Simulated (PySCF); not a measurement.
## How methods differ on the ionisation energy of Ag⁺

Ag⁺ [Kr] 4d10 (1S) → Ag²⁺ [Kr] 4d9 (2D), as a difference of total energies. Computed with PySCF 2.14 in aug-cc-pVTZ-PP with ECP28MDF (6s6p5d3f2g, 88 functions), with scalar relativity through the core potential. Correlated levels: valence: 4s2 4p6 frozen. The calculations carry no spin-orbit coupling.

```csv
method,ionisation energy (eV),difference from reference (eV)
UHF,19.671,-1.813
LDA,22.178,+0.694
PBE,21.729,+0.245
PBE0,21.506,+0.022
r2SCAN,21.496,+0.012
PW91,21.806,+0.322
r2SCANh,21.446,-0.038
BLYP,21.659,+0.175
LC-wPBE,21.417,-0.067
MP2 (valence),21.806,+0.322
SCS-MP2 (valence),21.590,+0.106
```

Reference: 21.484 eV (measured; NIST Atomic Spectra Database, ionization energies).

The reference lies between the lowest fine-structure levels, while these numbers refer to the centres of the terms.

Errors of the correlated levels include the incompleteness of this basis and the frozen core.
